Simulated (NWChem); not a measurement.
# Si$_{2}$H$_{5}$O$_{2}$F; SMILES O[Si](O)([SiH3])F

```xyz
10

O     -1.4264    -0.9048    -0.7092
Si    -0.0196    -0.4235    -0.0113
O      0.0915    -1.1680     1.4615
F      1.2614    -0.9243    -0.8836
Si     0.0160     1.9050     0.0448
H     -1.6841    -1.8250    -0.5865
H      0.9652    -1.2555     1.8537
H      1.2963     2.3630     0.6676
H     -0.0756     2.4656    -1.3361
H     -1.1242     2.4122     0.8654
```
Atoms are numbered in this order, from 1.

Computed with NWChem. Medium grid unless said otherwise, to which SCAN and Minnesota functionals are sensitive. Structure relaxed at the PBE0/def2-SVP level. Hybrids' shares of exact exchange are those that their runs print; pure functionals count as 0. The functionals differ in more than this share.

```
row                                   share of exact exchange  highest occupied level (eV)
------------------------------------  -----------------------  ---------------------------
PBE/def2-SVP                                             0.00                        -7.00
LDA (Slater exchange, VWN5)/def2-SVP                     0.00                        -7.10
B3LYP/def2-SVP                                           0.20                        -8.15
M06-2X/def2-SVP                                          0.54                        -9.59
Hartree-Fock/def2-SVP                                    1.00                     withheld
```

### Question
Fit a straight line of the last column on the one before it, predict the withheld value, and compare with the run.

### Answer

1. Means of the 4 shown rows: x = 0.185, y = -7.960. Slope Σ(x − x̄)(y − ȳ)/Σ(x − x̄)² = -0.9182/0.1947 = -4.716; intercept -7.088.
2. The shown rows scatter about the line by 0.077 (root mean square); the largest residual is -0.12, at B3LYP/def2-SVP.
3. At x = 1.00 (Hartree-Fock/def2-SVP; beyond the shown range) the line gives -11.80.
4. The run gives -11.61, +0.19 from the line, 2.5 times the scatter.
